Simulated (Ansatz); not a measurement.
Isolated molecules relaxed with PBE0-D4/def2-TZVP in Ansatz; ΔE leaves out vibrations. CBS: MP2 limit from def2 TZ/QZ plus the TZ coupled-cluster correction, frozen cores. DFT in def2-TZVPP. For Ga outer-core shells are correlated without core-valence functions, which leaves a few kJ/mol of doubt a bond. Scalar relativity is left out up to krypton. Each species was taken in one conformer, which may not be the lowest.

`[OH][GaH][SiH2]F` + `FC[SiH3]` → `FC[SiH2][SiH2]F` + `[OH][GaH2]`  (formal exchange of groups at the Si–Ga bond)

CCSD(T)/CBS gives +16.0 kJ/mol.

(1) Another level gave +12.1 kJ/mol. Which?
A. PBE0-D4/def2-TZVPP
B. B97M-V/def2-TZVPP
C. RPA@PBE/def2-TZVPP
D. BLYP/def2-TZVPP

Largest T1 diagnostic among the species: 0.015.

Results:

(1) A. PBE0-D4 12.1, BLYP 20.2, B97M-V 6.5, RPA@PBE/def2-TZVPP 16.2 kJ/mol.

Leaving LDA and LC-ωPBE aside and taking each functional with its dispersion term where it has one, the values, not all of them listed here, spread over 10.5 kJ/mol, from B97M-V to BLYP-D4. LDA lies −3.5 kJ/mol from PBE without D4. From BLYP to BHLYP (50 % exact exchange), in def2-TZVPP and without D4, ΔE moves by −3.6 kJ/mol.
